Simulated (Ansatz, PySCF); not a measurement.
This PySCF input computes a SVWN5/def2-TZVPD energy:

```python
from pyscf import gto, scf, dft

mol = gto.M(
    atom='''
    B     0.00008518    0.00000407   -0.00000466
    N     1.42499878    0.06802877   -0.07800717
    N    -0.64316215   -1.24955519    0.25794948
    N    -0.78318476    1.18146206   -0.17986851
    H     1.93043893    0.92979392   -0.16860263
    H     2.01684917   -0.74135226   -0.04747951
    H    -0.14120880   -2.09879017    0.44015911
    H    -1.63703224   -1.37604437    0.20649762
    H    -0.38700289    2.07357360   -0.41124379
    H    -1.77303319    1.21324946   -0.01982408
    ''',
    basis='def2-tzvpd',
    charge=0,
    spin=0,
    verbose=4,
)

mf = dft.RKS(mol, xc='svwn').density_fit(auxbasis='def2-universal-jkfit')
mf.grids.level = 3
mf.conv_tol = 1e-9
mf.max_cycle = 100
mf.max_memory = 1500
mf.kernel()
if not mf.converged:
    mf = mf.newton()
    mf.kernel(mf.make_rdm1())
mf.analyze()
```

Problem. Write an input for the same energy in Ansatz (an electronic-structure program) and say what it gives.

Solution. 
Ansatz 0.2 input:
```yaml
crystal:
  periodic: [false, false, false]
  atoms:
    - {symbol: B, position_ang: [0.00008518, 0.00000407, -0.00000466]}
    - {symbol: N, position_ang: [1.42499878, 0.06802877, -0.07800717]}
    - {symbol: N, position_ang: [-0.64316215, -1.24955519, 0.25794948]}
    - {symbol: N, position_ang: [-0.78318476, 1.18146206, -0.17986851]}
    - {symbol: H, position_ang: [1.93043893, 0.92979392, -0.16860263]}
    - {symbol: H, position_ang: [2.01684917, -0.74135226, -0.04747951]}
    - {symbol: H, position_ang: [-0.14120880, -2.09879017, 0.44015911]}
    - {symbol: H, position_ang: [-1.63703224, -1.37604437, 0.20649762]}
    - {symbol: H, position_ang: [-0.38700289, 2.07357360, -0.41124379]}
    - {symbol: H, position_ang: [-1.77303319, 1.21324946, -0.01982408]}
basis:
  gaussian:
    orbitals: def2-TZVPD
hamiltonian:
  xc: {name: SVWN5}
output: {forces: true}
```
It gives -191.28233 Eh, and PySCF -191.28241 Eh, a difference of 0.08 mEh, from the treatment of integrals and grids.
